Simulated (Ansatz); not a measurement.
## Abstraction of F: CH2FI + InHF → CH2I + InHF2

Species: CH2FI (fluoroiodomethane) `FCI`, singlet; InHF `[F][InH]`, doublet; CH2I `[CH2]I`, doublet; InHF2 `[F][InH][F]`, singlet. A radical takes F: the energy is the difference in strength between the C–F bond broken and the In–F bond made.

Shapes, held fixed at every level: PBE0-D4/def2-TZVP. Programs: Ansatz 0.2.0. The zero-point and thermal change to 298 K, harmonic and unscaled (PBE0-D4/def2-TZVP), is -8.7 kJ/mol.

```json
{"level": "MP2/def2-SVP", "kind": "perturbation theory", "ΔH(298 K) (kJ/mol)": "-16.3", "less CCSD(T)/def2-TZVPP": "+3.8"}
{"level": "HF/def2-TZVPP", "kind": "Hartree–Fock", "ΔH(298 K) (kJ/mol)": "-35.6", "less CCSD(T)/def2-TZVPP": "-15.5"}
{"level": "r2SCAN-D4/def2-TZVPP", "kind": "meta-GGA", "ΔH(298 K) (kJ/mol)": "-17.4", "less CCSD(T)/def2-TZVPP": "+2.7"}
{"level": "wB97X-V/def2-TZVPP", "kind": "range-separated hybrid", "ΔH(298 K) (kJ/mol)": "-20.1", "less CCSD(T)/def2-TZVPP": "0.0"}
{"level": "B2PLYP/def2-TZVPP", "kind": "double hybrid", "ΔH(298 K) (kJ/mol)": "-14.2", "less CCSD(T)/def2-TZVPP": "+5.9"}
{"level": "CCSD(T)/def2-SVP", "kind": "coupled cluster or CI", "ΔH(298 K) (kJ/mol)": "-12.4", "less CCSD(T)/def2-TZVPP": "+7.7"}
{"level": "CCSD(T)/def2-TZVPP", "kind": "coupled cluster or CI", "ΔH(298 K) (kJ/mol)": "-20.1", "less CCSD(T)/def2-TZVPP": "0.0"}
```

The highest level, CCSD(T)/def2-TZVPP, gives ΔH(298 K) = -20.1 kJ/mol; the levels span -35.6 to -12.4. The column of differences is taken from that level and isn't an error. No measured value is set beside it here. Open shells run unrestricted. For atoms past krypton def2 sets carry core potentials with scalar relativity. Outer-core shells of I, In are correlated, in sets that cover them unevenly.
